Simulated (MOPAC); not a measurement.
MOPAC input (PM7):

```
PM7 1SCF GEO-OK AUX(PRECISION=9) THREADS=1
C3H10GeO3

C    -0.80096400 1    2.26702400 1   -0.93365000 1
O    -0.21947600 1    1.45539100 1    0.07336300 1
Ge    0.11964400 1   -0.26953400 1   -0.20606900 1
O    -1.14385700 1   -1.28481600 1    0.49495500 1
C    -2.50695600 1   -0.94364000 1    0.28511600 1
O     1.53978400 1   -0.70307900 1    0.73854200 1
C     2.75758100 1    0.00159200 1    0.52939500 1
H    -0.46879900 1    3.29465300 1   -0.77701700 1
H    -1.89386000 1    2.24244900 1   -0.87643200 1
H    -0.50216800 1    1.96193700 1   -1.94352200 1
H     0.28840300 1   -0.49170700 1   -1.72383700 1
H    -2.77633500 1   -0.95765900 1   -0.77787700 1
H    -3.11353800 1   -1.68921300 1    0.79965100 1
H    -2.74395200 1    0.04270500 1    0.69511500 1
H     3.11873300 1   -0.10148000 1   -0.50047200 1
H     2.65150900 1    1.06505200 1    0.76062500 1
H     3.50182400 1   -0.43146100 1    1.19790600 1
```

From the output:

```
                                                       MOPAC v23.2.5 Linux

          FINAL HEAT OF FORMATION =       -131.18241 KCAL/MOL =    -548.86721 KJ/MOL

          COSMO AREA              =        161.56 SQUARE ANGSTROMS
          COSMO VOLUME            =        157.10 CUBIC ANGSTROMS

          IONIZATION POTENTIAL    =          9.539077 EV
          HOMO LUMO ENERGIES (EV) =         -9.539 -0.384
          NO. OF FILLED LEVELS    =         22
          MOLECULAR WEIGHT        =        166.7002         POINT GROUP:  C1

          MOLECULAR DIMENSIONS (Angstroms)

            Atom       Atom       Distance
            H    17    H    13     6.74563
            H     8    H    13     4.74928
            H    11    H    14     2.80538

          SCF CALCULATIONS        =          1

   ATOM   CHEMICAL          X               Y               Z
  NUMBER   SYMBOL      (ANGSTROMS)     (ANGSTROMS)     (ANGSTROMS)

     1       C         -0.80096400  *   2.26702400  *  -0.93365000  *
     2       O         -0.21947600  *   1.45539100  *   0.07336300  *
     3      Ge          0.11964400  *  -0.26953400  *  -0.20606900  *
     4       O         -1.14385700  *  -1.28481600  *   0.49495500  *
     5       C         -2.50695600  *  -0.94364000  *   0.28511600  *
     6       O          1.53978400  *  -0.70307900  *   0.73854200  *
     7       C          2.75758100  *   0.00159200  *   0.52939500  *
     8       H         -0.46879900  *   3.29465300  *  -0.77701700  *
     9       H         -1.89386000  *   2.24244900  *  -0.87643200  *
    10       H         -0.50216800  *   1.96193700  *  -1.94352200  *
    11       H          0.28840300  *  -0.49170700  *  -1.72383700  *
    12       H         -2.77633500  *  -0.95765900  *  -0.77787700  *
    13       H         -3.11353800  *  -1.68921300  *   0.79965100  *
    14       H         -2.74395200  *   0.04270500  *   0.69511500  *
    15       H          3.11873300  *  -0.10148000  *  -0.50047200  *
    16       H          2.65150900  *   1.06505200  *   0.76062500  *
    17       H          3.50182400  *  -0.43146100  *   1.19790600  *

                             CARTESIAN COORDINATES

   1    C       -0.800964000     2.267024000    -0.933650000
   2    O       -0.219476000     1.455391000     0.073363000
   3   Ge        0.119644000    -0.269534000    -0.206069000
   4    O       -1.143857000    -1.284816000     0.494955000
   5    C       -2.506956000    -0.943640000     0.285116000
   6    O        1.539784000    -0.703079000     0.738542000
   7    C        2.757581000     0.001592000     0.529395000
   8    H       -0.468799000     3.294653000    -0.777017000
   9    H       -1.893860000     2.242449000    -0.876432000
  10    H       -0.502168000     1.961937000    -1.943522000
  11    H        0.288403000    -0.491707000    -1.723837000
  12    H       -2.776335000    -0.957659000    -0.777877000
  13    H       -3.113538000    -1.689213000     0.799651000
  14    H       -2.743952000     0.042705000     0.695115000
  15    H        3.118733000    -0.101480000    -0.500472000
  16    H        2.651509000     1.065052000     0.760625000
  17    H        3.501824000    -0.431461000     1.197906000

           Empirical Formula: C3 H10 O3 Ge  =    17 atoms

      MOLECULAR POINT GROUP   :   C1

                  EIGENVALUES
 -28.65538 -28.05629 -27.27353 -23.58588 -23.39137 -23.14716 -19.00981 -15.63670
 -15.49056 -15.44120 -14.63428 -14.46394 -14.36219 -14.26327 -14.06921 -13.48356
 -11.04636 -10.72953 -10.26777  -9.99207  -9.83833  -9.53908  -0.38361  -0.14561
  -0.01390   1.96425   4.16002   4.31411   4.70930   5.58381   5.74993   5.76887
   5.77908   5.95706   5.97256   6.38818   6.54828   6.57318

              NET ATOMIC CHARGES AND DIPOLE CONTRIBUTIONS

  ATOM NO.   TYPE          CHARGE      No. of ELECS.   s-Pop       p-Pop
    1          C          -0.117136        4.1171     1.06506     3.05208
    2          O          -0.587858        6.5879     1.81067     4.77719
    3         Ge           0.734445        3.2656     1.16199     2.10356
    4          O          -0.506849        6.5068     1.81724     4.68961
    5          C          -0.129226        4.1292     1.06684     3.06239
    6          O          -0.482102        6.4821     1.81860     4.66351
    7          C          -0.135985        4.1360     1.06842     3.06757
    8          H           0.128877        0.8711     0.87112
    9          H           0.111245        0.8888     0.88876
   10          H           0.095191        0.9048     0.90481
   11          H           0.156376        0.8436     0.84362
   12          H           0.100807        0.8992     0.89919
   13          H           0.136586        0.8634     0.86341
   14          H           0.124645        0.8754     0.87536
   15          H           0.104112        0.8959     0.89589
   16          H           0.127144        0.8729     0.87286
   17          H           0.139729        0.8603     0.86027
 DIPOLE           X         Y         Z       TOTAL
 POINT-CHG.    -0.349     1.534    -5.397     5.622
 HYBRID         0.014    -0.098     0.661     0.668
 SUM           -0.335     1.436    -4.736     4.961

          ATOMIC ORBITAL ELECTRON POPULATIONS

     Atom    s        px        py        pz
    1  C   1.06506   1.07333   1.01740   0.96135
    2  O   1.81067   1.79696   1.44571   1.53452
    3 Ge   1.16199   0.64606   0.57139   0.88611
    4  O   1.81724   1.23490   1.61245   1.84226
    5  C   1.06684   0.81536   1.13118   1.11585
    6  O   1.81860   1.28292   1.62746   1.75313
    7  C   1.06842   0.87166   1.07358   1.12233
    8  H   0.87112
    9  H   0.88876
   10  H   0.90481
   11  H   0.84362
   12  H   0.89919
   13  H   0.86341
   14  H   0.87536
   15  H   0.89589
   16  H   0.87286
   17  H   0.86027

 **********************
 *                    *
 * JOB ENDED NORMALLY *
 *                    *
 **********************

 == MOPAC DONE ==
```

The geometry given is a B3LYP-D3(BJ)/def2-TZVP minimum.
